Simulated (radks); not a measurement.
Values are calculated unless marked as measured or tabulated.
The dysprosium ion Dy5+, configuration [Kr] 4d10 4f8 5s2 5p5. Level of theory: Dirac Kohn-Sham, exchange-only PBE, spin-unpolarised, spherical densities, finite nucleus; open shells fill j = l - 1/2 first; Fermi nuclear charge, rms radius 5.2218 fm (a radial shooting solver on a logarithmic mesh with Libxc functionals).

Unscreened Slater integrals over Kohn-Sham orbitals (hartree). Large and small components are both included.

| integral | value |
|---|---|
| F0(4f7/2,4f7/2) | 1.2179 |
| F2(4f7/2,4f7/2) | 0.58310 |
| F4(4f7/2,4f7/2) | 0.36660 |
| F6(4f7/2,4f7/2) | 0.26394 |
| F0(4f7/2,4f5/2) | 1.2245 |
| F2(4f7/2,4f5/2) | 0.58633 |
| F4(4f7/2,4f5/2) | 0.36865 |
| G2(4f7/2,4f5/2) | 0.58484 |
| G4(4f7/2,4f5/2) | 0.36776 |
| G6(4f7/2,4f5/2) | 0.26480 |
| F0(4f7/2,5p3/2) | 0.76026 |
| F2(4f7/2,5p3/2) | 0.25992 |
| G2(4f7/2,5p3/2) | 0.12451 |
| G4(4f7/2,5p3/2) | 0.099208 |
| F0(4f7/2,5p1/2) | 0.79504 |
| G4(4f7/2,5p1/2) | 0.11393 |
| F0(4f5/2,4f5/2) | 1.2313 |
| F2(4f5/2,4f5/2) | 0.58967 |
| F4(4f5/2,4f5/2) | 0.37079 |
| F0(4f5/2,5p3/2) | 0.76177 |
| F2(4f5/2,5p3/2) | 0.25807 |
| G2(4f5/2,5p3/2) | 0.12190 |
| G4(4f5/2,5p3/2) | 0.097439 |
| F0(4f5/2,5p1/2) | 0.79675 |
| G2(4f5/2,5p1/2) | 0.14252 |
| F0(5p3/2,5p3/2) | 0.63191 |
| F2(5p3/2,5p3/2) | 0.34347 |
| F0(5p3/2,5p1/2) | 0.64860 |
| G2(5p3/2,5p1/2) | 0.34849 |
| F0(5p1/2,5p1/2) | 0.66729 |
